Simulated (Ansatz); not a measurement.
C$_{2}$H$_{6}$AlClO, relaxed with RKS PBE0-D4/def2-TZVP in Ansatz 0.2.0 from a PBE-D4/def2-SVP geometry. The force threshold is 0.005 eV/Å; the program also tests the step.

The species carries charge 0 and has multiplicity 1. The bonds changed during the relaxation, so this is another structure than the one it started from.

Start:

```xyz
11

C    -0.977   -0.437   -1.683
O     0.210   -0.079   -0.942
C     0.089    0.542    0.196
Al    1.462    0.398    1.686
Cl   -0.280   -1.062    1.979
H    -1.711    0.394   -1.662
H    -1.412   -1.341   -1.211
H    -0.662   -0.658   -2.718
H    -0.929    0.971    0.369
H     1.399    1.615    2.723
H     2.813   -0.342    1.264
```

| step | energy (eV) | largest force (eV/Å) | largest move (Å) |
| --- | --- | --- | --- |
| 1 | -23328.3049 | 0.705 | 0.000 |
| 2 | -23328.3433 | 0.253 | 0.029 |
| 3 | -23328.3471 | 0.116 | 0.022 |
| 4 | -23328.3475 | 0.063 | 0.024 |
| 5 | -23328.3484 | 0.043 | 0.015 |
| 6 | -23328.3494 | 0.023 | 0.028 |
| 7 | -23328.3496 | 0.023 | 0.011 |
| 8 | -23328.3499 | 0.026 | 0.023 |
| 9 (rejected) | -23328.3490 | 0.111 | 0.012 |
| 10 | -23328.3501 | 0.015 | 0.006 |
| 11 | -23328.3507 | 0.039 | 0.050 |
| 12 | -23328.3507 | 0.046 | 0.042 |
| 13 | -23328.3510 | 0.032 | 0.014 |
| 14 | -23328.3511 | 0.014 | 0.005 |
| 15 | -23328.3511 | 0.010 | 0.002 |
| 16 | -23328.3511 | 0.009 | 0.009 |
| 17 | -23328.3511 | 0.004 | 0.003 |

End:

```xyz
11

C    -0.983   -0.441   -1.682
O     0.198   -0.148   -0.923
C     0.108    0.511    0.172
Al    1.442    0.384    1.690
Cl   -0.283   -1.001    2.069
H    -1.737    0.330   -1.513
H    -1.354   -1.414   -1.358
H    -0.690   -0.476   -2.729
H    -0.880    0.971    0.328
H     1.400    1.661    2.632
H     2.778   -0.379    1.314
```

Hardware: 4 threads of an Intel Xeon 6975P-C on a shared host. Wall time 31 s, peak host memory 0.6 GiB.
